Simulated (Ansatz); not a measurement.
Spectroscopic constants of Na2+, multiplicity 2 (lowest of 2S+1 = 2, 4 at CCSD(T)/def2-TZVPP on PBE0 minima; our sources give no spin for the ground state, which may be another).

Seven points along R, fitted to fifth degree in 1/R; most abundant isotopes. In def2 and cc sets the state is the lowest found near the PBE0 minimum, followed along R.

Correlated levels freeze the inner cores; with def2 sets outer-core shells near the valence are correlated too.

Run with Ansatz (Gaussian basis) for Hartree–Fock, density functionals and correlated methods. 

What bond length and harmonic frequency does PBE0/def2-TZVPP give?

r_e = 3.649 Å, ω_e = 111 cm⁻¹.

What bond length and harmonic frequency does BHLYP/def2-TZVPP give?

r_e = 3.606 Å, ω_e = 113 cm⁻¹.

What bond length and harmonic frequency does CCSD(T)/def2-QZVPP give?

r_e = 3.545 Å, ω_e = 127 cm⁻¹.

Ansatz is an electronic-structure program.
